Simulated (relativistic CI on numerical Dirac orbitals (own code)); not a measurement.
# Transition arrays of Tm32+

Method of calculation: Dirac-Coulomb-Breit CI, separate exchange-only KLI orbitals for each configuration, model QED (radiative potential, 1s self-energy scaled to tabulated hydrogen-like ionisation energies), valence Slater integrals scaled by 0.9, whole transition arrays (own radial code, finite nucleus).

Configuration list (outside the closed core [Ar] 3d10 4s2): 4p6.4d, 4p6.4f, 4p5.4d2, 4p6.5p, 4p6.5f. Levels of other configurations are missing.

All E1 lines from the levels of 4p6.4d; mean and standard deviation are weighted by gf, and upper levels are sorted by their leading configuration.

| Upper configuration | Lines | Σgf | Mean (eV) | Mean (nm) | σ (eV) | Strongest line (nm) |
| --- | --- | --- | --- | --- | --- | --- |
| 4p6.4f | 3 | 4.4 | 179.70 | 6.900 | 5.70 | 7.080 |
| 4p5.4d2 | 60 | 38.6 | 207.17 | 5.985 | 21.34 | 5.640 |
| 4p6.5p | 3 | 1.0 | 439.06 | 2.824 | 7.33 | 2.795 |
| 4p6.5f | 3 | 3.5 | 590.80 | 2.099 | 5.67 | 2.114 |

Σgf per state of the lower configuration in bins of 0.2 nm over the central range (centre: value): 2.1: 0.35, 2.7: 0.06, 2.9: 0.04, 5.5: 0.53, 5.7: 1.97, 5.9: 0.06, 6.1: 0.47, 6.7: 0.18, 6.9: 0.05, 7.1: 0.36, 7.3: 0.40, 7.5: 0.13.

(1) How do configuration mixing and the scaling of the Slater integrals move the arrays?

## Answers

(1) Slater scale 0.9, no configuration mixing: 4p6.4f 177.4 ± 5.0 eV (Σgf 4.6), 4p5.4d2 201.4 ± 24.3 eV (Σgf 37.1), 4p6.5p 439.2 ± 7.3 eV (Σgf 1.1), 4p6.5f 590.8 ± 5.7 eV (Σgf 3.4); Slater scale 1: 4p6.4f 175.4 ± 0.0 eV (Σgf 2.3), 4p5.4d2 209.6 ± 21.0 eV (Σgf 41.4), 4p6.5p 439.0 ± 7.3 eV (Σgf 1.0), 4p6.5f 590.8 ± 5.7 eV (Σgf 3.5); Slater scale 0.8: 4p6.4f 179.7 ± 5.8 eV (Σgf 4.9), 4p5.4d2 203.6 ± 21.9 eV (Σgf 37.4), 4p6.5p 439.1 ± 7.3 eV (Σgf 1.0), 4p6.5f 590.8 ± 5.7 eV (Σgf 3.5). With mixing, levels are counted to their leading configuration, so an array can shrink or vanish into another, and the sums then hold other lines.
